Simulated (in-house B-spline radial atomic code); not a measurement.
Computed with a B-spline radial atomic code. Model: two electrons, singlet ground state, non-relativistic, full CI in B-splines with partial waves to l = 8 (at full coupling up to 3e-4 hartree above the limit, correlation up to 0.6 % small), density held at that of full coupling by Lieb maximisation.

Along the adiabatic connection the electron repulsion is scaled by a coupling λ while a local potential keeps the density fixed. At λ = 0 the system is the Kohn-Sham one and W equals the exchange energy; the exchange-correlation energy is the area under W between 0 and 1. The kinetic energy rises with λ as the electrons avoid each other, with dT/dλ = −λ dW/dλ.

Command:
```bash
python run_ac.py task.json out
```
Settings (lengths in bohr, energies in hartree):
```
potential              gauss
strength               13.1
lmax                   8
second                 2.83
```

Cost of the run: 27 s on 1 thread of Intel(R) Xeon(R) Processor @ 2.30GHz, with other jobs on the host.

**W = mean repulsion less Hartree energy, and W of three functionals.**

Given: confinement Gaussian well; well depth 13.1 hartree; well width 2.83 bohr; external potential -V exp(-r^2/w^2).

Computed: PBE exchange minus exact 41.263 millihartree; SCAN exchange minus exact 3.4881 millihartree.

```csv
coupling,W xc (hartree),W xc minus exchange (millihartree),kinetic minus Kohn-Sham (millihartree),LDA (PW92) W minus its exchange (millihartree),PBE W minus its exchange (millihartree),SCAN W minus its exchange (millihartree)
0,-0.9717,0,0,0,0,0
0.02,?,?,?,?,?,?
0.05,-0.97659,-4.893,0.12,-24.32,-7.82,-4.67
0.12,-0.98325,-11.547,0.69,-46.44,-17.89,-10.91
0.25,-0.99503,-23.328,2.86,-77.21,-34.67,-21.85
0.4,-1.0078,-36.051,6.98,-104.87,-51.77,-33.59
0.6,-1.0234,-51.694,14.78,-134.65,-71.87,-48.03
0.8,-1.0377,-65.983,24.76,-159.36,-89.62,-61.29
1,-1.0508,-79.065,36.52,-180.61,-105.55,-73.52
1.4,-1.0738,-102.13,64.06,-215.93,-133.19,-95.43
2,-1.1022,-130.51,111.99,-257.2,-166.99,-123.17
3,-1.1378,-166.12,200.01,-307.6,-210.02,-159.53
4.5,?,?,?,?,?,?
7,-1.2123,-240.57,548.87,-415.96,-307.09,-241.62
10,-1.2399,-268.15,780.03,-459.3,-347.1,-273.03
```

Question: What belongs in the row 0.02?

Answer: W xc (hartree): -0.97367; W xc minus exchange (millihartree): -1.971; kinetic minus Kohn-Sham (millihartree): 0.02; LDA (PW92) W minus its exchange (millihartree): -11.9; PBE W minus its exchange (millihartree): -3.21; SCAN W minus its exchange (millihartree): -1.89.

Question: What belongs in the row 4.5?

Answer: W xc (hartree): -1.1744; W xc minus exchange (millihartree): -202.7; kinetic minus Kohn-Sham (millihartree): 335.29; LDA (PW92) W minus its exchange (millihartree): -359.74; PBE W minus its exchange (millihartree): -256.1; SCAN W minus its exchange (millihartree): -198.94.

Question: What is the LDA exchange minus exact?

Answer: 141.17 millihartree.

**Energy parts, natural occupations and partial-wave weights.**

Computed: total energy -20.0549 hartree; correlation energy -0.04255 hartree; kinetic part of the DFT correlation energy 0.036515 hartree; initial slope twice GL2 -0.099045 hartree; Hartree energy 1.9434 hartree; Kohn-Sham kinetic 2.2213 hartree; Lieb Oxford ratio E_xc over LDA exchange 1.2212.

| natural | occupation of the shell (electrons) |
| --- | --- |
| s | 1.9824 |
| p | ? |
| s | 0.000972 |
| d | 0.00056802 |
| p | 0.00012843 |
| f | 7.0825e-05 |

Question: What belongs in the row p?

Answer: occupation of the shell (electrons): 0.015743.

| wave | weight |
| --- | --- |
| s | 0.99171 |
| p | 0.0079394 |
| d | ? |
| f | 3.9177e-05 |
| g | 8.7854e-06 |

Question: What belongs in the row d?

Answer: weight: 0.00029759.

Question: What is the kinetic part over minus potential part?

Answer: 0.46183.

Question: What is the exchange energy?

Answer: -0.9717 hartree.

Half-way to full coupling W has made 55 % of its drop, against 50 % for a straight line, and second-order (GL2) theory, half the initial slope, overshoots the correlation energy by about 16 %: a moderate bend, as in light atoms. Over couplings 0 to 1 the errors in E_xc come to about +71 millihartree for LDA, +25 millihartree for PBE, +6.4 millihartree for SCAN, so SCAN is nearest. In LDA and PBE the errors of exchange and correlation have opposite signs, so the sum is smaller than the larger of the two.
